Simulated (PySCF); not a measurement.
## Telling isomers of C₆H₇F₃N₂ apart by NMR

PySCF calculation with PBE0/pcSseg-1 with gauge-including orbitals and geometry from GFN2-xTB; no relativistic terms, in vacuum, one averaged value for each set of equivalent atoms, a single conformation.

Scale: TMS for 1H (31.72 ppm), 13C (186.93 ppm) (reference shieldings calculated alike). Splittings of carbon signals by F and P are missing where no couplings were computed. Where no couplings were computed, multiplicities follow the n + 1 count of equivalent neighbours, and m marks all less simple cases (inequivalent or close neighbours, rings, F or P nearby). Shifts are as computed. Against solution values, carbons near 30 ppm lie about +3 ppm off and those near 130 ppm about +5 ppm. Of 1211 compounds with measured shifts, 218 miss one by over three times the rms of a fit or turn the order of signals round; such compounds aren't used in these exercises.

(1) Tabulate the signals of `Cc1ccnn1CC(F)(F)F`, `Cc1ccn(CC(F)(F)F)n1`, `Cc1cnn(CC(F)(F)F)c1` and their relative energies.

(2) What is the quickest way to tell Cc1ccnn1CC(F)(F)F from Cc1ccn(CC(F)(F)F)n1?

(3) What is the quickest way to tell Cc1ccnn1CC(F)(F)F from Cc1cnn(CC(F)(F)F)c1?

(4) What is the quickest way to tell Cc1ccn(CC(F)(F)F)n1 from Cc1cnn(CC(F)(F)F)c1?

Results:

(1) 
| SMILES | carbon types | δC | δH | E rel. (kcal/mol) |
| --- | --- | --- | --- | --- |
| Cc1ccnn1CC(F)(F)F | 2×C 2×CH 1×CH2 1×CH3 | 143.6, 143.6, 133.1, 112.9, 54.5, 13.1 | 7.54 (m, 1H), 6.24 (m, 1H), 4.60 (m, 2H), 2.49 (s, 3H) | 0.2 |
| Cc1ccn(CC(F)(F)F)n1 | 2×C 2×CH 1×CH2 1×CH3 | 153.2, 135.4, 132.8, 113.8, 57.0, 15.8 | 7.52 (m, 1H), 6.38 (m, 1H), 4.63 (m, 2H), 2.48 (s, 3H) | 0.0 |
| Cc1cnn(CC(F)(F)F)c1 | 2×C 2×CH 1×CH2 1×CH3 | 144.3, 132.9, 132.3, 125.5, 57.5, 11.3 | 7.50 (m, 1H), 7.37 (m, 1H), 4.66 (m, 2H), 2.31 (s, 3H) | 1.8 |

Energies are electronic energies at PBE0/pcSseg-1 on these geometries, without zero-point or thermal terms, each for the one conformer computed, which needn't be the lowest.

(2) Both give the same number of carbon signals, with the same numbers of each carbon type, so the positions decide. The first has a substituted aromatic carbon next to a ring nitrogen (C) at 143.6 ppm, the second a substituted aromatic carbon next to a ring nitrogen (C) at 153.2 ppm. Their most deshielded carbons lie at 143.6 and 153.2 ppm.

(3) Both give the same number of carbon signals, with the same numbers of each carbon type, so the positions decide. The first has an aromatic CH at 112.9 ppm, the second an aromatic CH next to a ring nitrogen at 132.3 ppm. Their most deshielded carbons lie at 143.6 and 144.3 ppm.

(4) Both give the same number of carbon signals, with the same numbers of each carbon type, so the positions decide. The first has a substituted aromatic carbon next to a ring nitrogen (C) at 153.2 ppm, the second an aromatic CH next to a ring nitrogen at 144.3 ppm.
